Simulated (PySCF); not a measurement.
A species of formula C6H10NP has this rotational fingerprint, computed with CAM-B3LYP/def2-SVPD in PySCF (dipole) on a GFN2-xTB geometry, gas phase:

```
Rotational constants : A = 3049, B = 1022, C = 920.7 MHz
Dipole components    : |μa| = 1.96 D, |μb| = 1.92 D, |μc| = 1.51 D
Inertial defect      : -111.57 u·Å²
κ                    : -0.91
```

Question: Which candidate fits, each taken in the one conformer that was computed?
A. `[N:1]#[C:2][CH2:3][CH2:4][PH:5][CH:6]1[CH2:7][CH2:8]1` with C2–C3–C4–P5 -179°, C3–C4–P5–C6 -171°, C4–P5–C6–C7 -163°
B. `[CH3:1][P:2]([CH3:3])[n:4]1[cH:5][cH:6][cH:7][cH:8]1` with C1–P2–N4–C5 130°
C. `[N:1]#[C:2][CH2:3][PH:4][CH:5]1[CH2:6][CH2:7][CH2:8]1` with C2–C3–P4–C5 57°, C3–P4–C5–C6 -174°, P4–C5–C6–C7 -130°, C5–C6–C7–C8 12°, C6–C7–C8–C5 -12°, P4–C5–C8–C7 130°
D. `[CH3:1][CH2:2][c:3]1[p:4][cH:5][cH:6][n:7]1[CH3:8]` with C1–C2–C3–P4 -89°

Answer: C. It is N#CCPC1CCC1, a near-prolate asymmetric top, point group C1. The candidates at the same level (rigid rotor, commonest isotopes):

```json
{"SMILES": "N#CCCPC1CC1", "A (MHz)": "5483", "B (MHz)": "644.9", "C (MHz)": "601.3", "μa (D)": "3.79", "μb (D)": "1.16", "μc (D)": "0.42", "Δ (u·Å²)": "-35.36", "point group": "C1", "rotor": "near-prolate asymmetric top"}
{"SMILES": "CP(C)n1cccc1", "A (MHz)": "3596", "B (MHz)": "1166", "C (MHz)": "1140", "μa (D)": "1.79", "μb (D)": "0.92", "μc (D)": "0.00", "Δ (u·Å²)": "-130.61", "point group": "Cs", "rotor": "near-prolate asymmetric top"}
{"SMILES": "N#CCPC1CCC1", "A (MHz)": "3049", "B (MHz)": "1022", "C (MHz)": "920.7", "μa (D)": "1.96", "μb (D)": "1.92", "μc (D)": "1.51", "Δ (u·Å²)": "-111.57", "point group": "C1", "rotor": "near-prolate asymmetric top"}
{"SMILES": "CCc1pccn1C", "A (MHz)": "2381", "B (MHz)": "1709", "C (MHz)": "1089", "μa (D)": "1.89", "μb (D)": "3.29", "μc (D)": "0.03", "Δ (u·Å²)": "-43.83", "point group": "C1", "rotor": "asymmetric top"}
```

`CP(C)n1cccc1` has C 24 % too high; `N#CCCPC1CC1` has A 80 % too high; `CCc1pccn1C` has B 67 % too high. No structure here is proved a minimum.
